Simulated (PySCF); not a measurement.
Ti(F)3(OH) (F3HOTi), SMILES [OH][Ti]([F])([F])[F], multiplicity 1.

Geometry: PBE0-D3(BJ)/def2-SVP. The geometry has at least one imaginary mode, so it is a saddle point at that level. The spin state was assumed, not searched. One conformer was computed; it need not be the lowest.

The numbers are results of PySCF with HF/def2-TZVP, not measurements.

The molecule is in vacuum.

Computed frontier levels, gap, dipole moment and polarisability:
```json
{
 "highest_occupied_level": "-15.21 eV",
 "lowest_empty_level": "1.71 eV",
 "orbital_gap": "16.93 eV",
 "dipole_moment": "3.00 D",
 "quadrupole, principal values (traceless, Buckingham form, about the centre of nuclear charge)": "-5.70, -5.70, 11.40 D·Å",
 "mean_static_polarisability": "27.5 bohr³ (4.07 Å³)",
 "polarisability_principal_values": "25.5, 25.5, 31.4 bohr³"
}
```
